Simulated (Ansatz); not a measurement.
`C=C[CH2][Al]([F])[F]` + H₂ → `[F][AlH][F]` + propene at 298.15 K and 1 bar (hydrogenolysis of the Al–C bond).

Isolated molecules relaxed with PBE0-D4/def2-TZVP in Ansatz; ΔE leaves out vibrations. CBS: MP2 limit from def2 TZ/QZ plus the TZ coupled-cluster correction, frozen cores. This one scheme is used for every species. One conformer a species, not always the lowest.

```tsv
species	CCSD(T)/CBS energy (Eh)	H − E (kJ/mol)	S (J/(mol·K))
`C=C[CH2][Al]([F])[F]`	-558.91415	219.6	360.4
H₂	-1.17544	35.1	130.4
`[F][AlH][F]`	-442.35155	43.3	264.7
`C=CC`	-117.74610	222.5	264.5
```

H − E and S are ideal-gas, rigid-rotor, harmonic terms from PBE0-D4/def2-TZVP, for one conformer and one mirror image of each species. The MP2-based limit puts H₂ 0.8 mEh under its directly extrapolated value; such offsets cancel only in part. 1 Eh = 2625.50 kJ/mol, R = 8.31446 J/(mol·K).

**Question.** By hand: ΔE, ΔH, ΔS and ΔG.

**Answer.** ΔE = (-442.35155) + (-117.74610) − (-558.91415) − (-1.17544) = -0.00806 Eh = -21.2 kJ/mol. Δ(H − E) = 43.3 + 222.5 − 219.6 − 35.1 = 11.1, so ΔH = -10.1 kJ/mol. ΔS = 264.7 + 264.5 − 360.4 − 130.4 = 38.4 J/(mol·K). ΔG = -10.1 − 298.15 × (38.4)/1000 = -21.5 kJ/mol.

**Question.** By hand: the equilibrium constant, and the temperature at which ΔG would vanish if ΔH and ΔS stayed fixed.

**Answer.** log₁₀ K = −ΔG/(RT ln 10) = 3.8. ΔH and −TΔS have one sign here, so there is no such temperature.

TΔS isn't small against ΔH here. A doubt of 5 kJ/mol in ΔE shifts log₁₀ K by 0.9 here. Other conformers and mirror images would add mixing entropy, several J/(mol·K) or more a flexible species. These are equilibria of isolated gas molecules and say nothing of rates. Largest T1 diagnostic: 0.013 (customary marks: 0.02 for closed shells, 0.045 for open ones).
